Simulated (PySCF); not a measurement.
Si(Cl)2(Me)(SiH3), CH6Cl2Si2, SMILES C[Si]([SiH3])(Cl)Cl, PBE0/def2-SVP optimised geometry.

```
11

C     -0.71    -1.83     2.13
Si    -1.22    -0.06     1.91
Si    -0.43     1.03     0.00
Cl    -0.57     1.02     3.56
Cl    -3.30     0.03     1.87
H      0.39    -1.91     2.18
H     -1.14    -2.24     3.06
H     -1.06    -2.44     1.28
H     -0.93     2.44     0.00
H     -0.92     0.33    -1.22
H      1.06     1.03     0.00
```

Density from PBE0/def2-TZVP run with PySCF 2.14.0 at that geometry.

Minimum of the electron density along straight lines between bonded atoms, close to the bond critical point (lines longer than 1.1 times the sum of covalent radii, or with two minima, are not listed):

```
bond     length / Å  ρ at the minimum / e bohr⁻³  ∇²ρ there / e bohr⁻⁵  position (fraction from the first atom)
-------  ----------  ---------------------------  --------------------  ---------------------------------------
C1–Si2        1.862                          [?]                   [?]                                     0.61
Si2–Si3       2.340                        0.096                   [?]                                     0.63
Si2–Cl4       2.077                        0.096                  0.20                                     0.36
Si2–Cl5       2.077                        0.096                  0.20                                     0.36
C1–H6         1.101                        0.267                 -0.88                                     0.64
C1–H7         1.101                        0.267                 -0.88                                     0.64
C1–H8         1.101                        0.267                 -0.88                                     0.64
Si3–H9        1.493                        0.119                  0.15                                     0.49
Si3–H10       1.495                        0.118                  0.15                                     0.49
Si3–H11       1.495                        0.118                  0.15                                     0.49
```

Q: Fill in the missing entries.

A: 
- C1–Si2, ρ at the minimum / e bohr⁻³: 0.127
- C1–Si2, ∇²ρ there / e bohr⁻⁵: 0.17
- Si2–Si3, ∇²ρ there / e bohr⁻⁵: -0.16
